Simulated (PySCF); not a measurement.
C4H7BO, SMILES CB1CC=CO1.

The structure is a stationary point at PBE0-D3(BJ)/def2-SVP. The structure was generated by enumeration, and PubChem lists no compound with its InChIKey, so it may never have been made. One conformer was computed; it need not be the lowest.

Computed with M06-2X/def2-TZVP run with PySCF.

Isolated molecule, no solvent.

Q: Estimate the frontier levels, gap, dipole moment and polarisability. (An estimate is asked for; the answer gives what the named calculation found.)

A: 
```json
{
  "highest_occupied_level": "-7.98 eV",
  "lowest_empty_level": "0.85 eV",
  "orbital_gap": "8.83 eV",
  "dipole_moment": "0.215 e·Å",
  "quadrupole, principal values (traceless, Buckingham form, about the centre of nuclear charge)": "-1.85, -1.45, 3.30 D·Å",
  "mean_static_polarisability": "59.5 bohr³ (8.81 Å³)",
  "polarisability_principal_values": "44.9, 64.5, 69.0 bohr³"
}
```
